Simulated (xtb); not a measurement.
cyclohexane (C6H12), singlet, geometry from GFN2-xTB. Base run: GFN1-xTB (xtb).

Input for xtb:
```
$ xtb mol.xyz --gfn 1 --json

# file mol.xyz
18

C     -0.66197397     1.12297663    -0.67366385
C      0.75407601     1.25299157    -0.12037658
C      1.45787052    -0.10080089    -0.13252080
C      0.66197397    -1.12297663     0.67366385
C     -0.75407601    -1.25299157     0.12037658
C     -1.45787052     0.10080089     0.13252080
H     -0.61416414     0.80216226    -1.71711692
H     -1.16380661     2.09274194    -0.64468925
H      1.32141866     1.97319664    -0.71413349
H      0.70833863     1.62726918     0.90520925
H      1.55338037    -0.44915229    -1.16379724
H      2.46383348    -0.00147979     0.28135615
H      1.16380661    -2.09274194     0.64468925
H      0.61416414    -0.80216226     1.71711692
H     -1.32141866    -1.97319664     0.71413349
H     -0.70833863    -1.62726918    -0.90520925
H     -1.55338037     0.44915229     1.16379724
H     -2.46383348     0.00147979    -0.28135615
```

Each row names what was changed in the base input (with any setting that the change needs).

| change | ΔE vs base (mEh) | HOMO-LUMO gap (eV) | G_solv (kcal/mol) | SCF cycles |
|---|---|---|---|---|
| base | 0.000 | 8.99 | - | 7 |
| alpb = cs2 | (withheld) | 8.98 | (withheld) | 7 |
| acc = 1000 | 0.000 | 8.99 | - | 6 |
| acc = 0.1 | 0.000 | 8.99 | - | 8 |
| acc = 0.0001 | 0.000 | 8.99 | - | 9 |
| gbsa = toluene | (withheld) | 8.98 | (withheld) | 7 |
| etemp = 5000 | -0.005 | 8.99 | - | 7 |

**Question.** Fill in the missing entries.

**Answer.** 
- alpb = cs2, ΔE vs base (mEh): -4.348
- alpb = cs2, G_solv (kcal/mol): -2.74
- gbsa = toluene, ΔE vs base (mEh): -5.577
- gbsa = toluene, G_solv (kcal/mol): -3.50

ALPB and GBSA are two models with their own fitted parameters for each solvent, which aren't always the measured dielectric constant.
